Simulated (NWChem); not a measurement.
System: C3H7NSi; SMILES C1=NCC[SiH2]1

```xyz
12

C      1.3475     0.1741    -0.0004
N      0.8137     1.3309     0.0004
C     -0.6382     1.3764     0.0018
C     -1.3373    -0.0062     0.0006
Si     0.0884    -1.2478    -0.0019
H      2.4470     0.1179    -0.0010
H     -0.9366     1.9770     0.8779
H     -0.9386     1.9800    -0.8715
H     -1.9818    -0.1337    -0.8822
H     -1.9803    -0.1358     0.8842
H      0.1662    -2.1213    -1.2136
H      0.1664    -2.1264     1.2061
```
Atoms are numbered in this order, from 1.

Results from NWChem. Pople sets run with spherical d functions. Coordinates come from a PBE0/def2-SVP optimisation. Not confirmed as a minimum by frequencies. GIAO values for the isolated, static molecule; σ is the absolute isotropic shielding, δ = σ(reference) − σ with the isolated reference molecule computed at the same levels (13C: tetramethylsilane, 1H: tetramethylsilane, 15N: ammonia).

```tsv
level	δ N2 (ppm)	δ C3 (ppm)	δ C4 (ppm)	δ H6 (ppm)	δ H7 (ppm)	δ H9 (ppm)	δ H11 (ppm)
B3LYP/6-31G*	431.6	63.1	5.1	8.53	4.50	0.83	4.60
PBE0/pcSseg-1	495.5	68.3	3.7	8.75	4.58	0.85	4.54
Hartree-Fock/6-31G*	460.4	55.2	1.6	8.98	4.33	0.68	4.48
BHandHLYP/pcSseg-1	508.0	65.2	2.6	8.68	4.44	0.75	4.30
```
